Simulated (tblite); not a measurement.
C5H7OS2 (doublet state).
SMILES with atom numbers: `[CH3:1][O:2][C@H:3]1[CH:4][CH:5]=[C:6]([SH:7])[S:8]1` (hydrogens: H9, H10, H11 on C1; H12 on C3; H13 on C4; H14 on C5; H15 on S7)

Structure used (GFN2-xTB), in Å, numbered top down from 1:
```xyz
15
C5H7OS2 angstrom
C      1.980   -0.704    1.779
O      1.113   -1.073    0.732
C      0.679   -0.024   -0.053
C     -0.062   -0.513   -1.250
C     -1.355   -0.105   -1.347
C     -1.791    0.731   -0.321
S     -3.386    1.408   -0.191
S     -0.543    1.076    0.846
H      1.480   -0.021    2.475
H      2.248   -1.623    2.295
H      2.882   -0.219    1.388
H      1.520    0.647   -0.309
H      0.432   -1.188   -1.922
H     -2.018   -0.391   -2.145
H     -3.184    2.008    0.980
```

Level: GFN2-xTB in tblite, geometry and Hessian alike; calculated harmonic values, unscaled, isolated species. The method is semi-empirical: single wavenumbers can be off by several per cent or more. Modes of hydrogen on sulfur can be 10 to 20 % off. One conformer, not necessarily the lowest. Open shells enter through the occupations alone, without spin polarisation, and single modes of such species can be off by tens of per cent.

Harmonic wavenumbers (cm⁻¹): 53.4, 107.0, 129.2, 167.6, 188.1, 222.4, 267.3, 328.8, 392.3, 426.3, 497.9, 569.6, 618.1, 647.7, 747.5, 846.0, 853.7, 960.3, 988.9, 1034.6, 1087.6, 1110.8, 1129.1, 1151.0, 1167.8, 1210.1, 1284.5, 1374.2, 1400.8, 1461.6, 1477.2, 1491.0, 2432.4, 2782.8, 2914.3, 2931.3, 3037.5, 3121.9, 3156.9.

A = 3576, B = 856.6, C = 727.0 MHz; mass 146.994 u (most abundant isotopes); point group C1, symmetry number 1; spin multiplicity 2.

**Question.** Zero-point energy?

**Answer.** Half the sum of the wavenumbers: 22885 cm⁻¹ = 273.76 kJ/mol.

**Question.** What is S at 298.15 K and 1 bar for an ideal gas of classical rigid rotors and harmonic oscillators?

**Answer.** Translation 171.09, rotation 122.83, vibration 107.23, spin (R ln 2) 5.76: S = 406.9 J/(mol K).

**Question.** And Cp and H(298.15 K) − H(0)?

**Answer.** Cp = 146.49 J/(mol K), of which vibrations give 113.23 (their classical limit is 39 R = 324.3); H(298.15 K) − H(0) = 27.24 kJ/mol without the zero-point energy, 17.32 from vibrations.

**Question.** Which modes carry the vibrational entropy at 298.15 K?

**Answer.** 53.4 cm⁻¹: 19.61; 107.0 cm⁻¹: 13.90; 129.2 cm⁻¹: 12.38; 167.6 cm⁻¹: 10.30; 188.1 cm⁻¹: 9.40; 222.4 cm⁻¹: 8.11 J/(mol K); the other 33 give 33.53 together.

**Question.** How do the functions run with temperature in this model?

**Answer.** 
```csv
T (K),S (J/(mol K)),Cp (J/(mol K)),H − H(0) (kJ/mol),G − H(0) (kJ/mol),ln q(vib)
150,326.1,94.3,9.36,-39.55,2.41
250,382.6,129.8,20.58,-75.07,4.78
400,454.6,179.1,43.86,-138.00,8.27
600,537.1,227.5,84.87,-237.40,12.75
900,638.6,271.8,160.38,-414.33,18.91
```

q(vib) and H(0) count from the zero-point level.

**Question.** What must be added to the electronic energy to get the Gibbs energy at 298.15 K and 1 bar?

**Answer.** ZPE + [H(298.15 K) − H(0)] − T·S = 273.76 + 27.24 − 121.32 = 179.68 kJ/mol.

Hindered rotation and anharmonicity are outside this model. Other conformers, if any are populated, would add a mixing term that is left out. The structure is chiral; the term R ln 2 for an equal mix with its mirror image is left out.
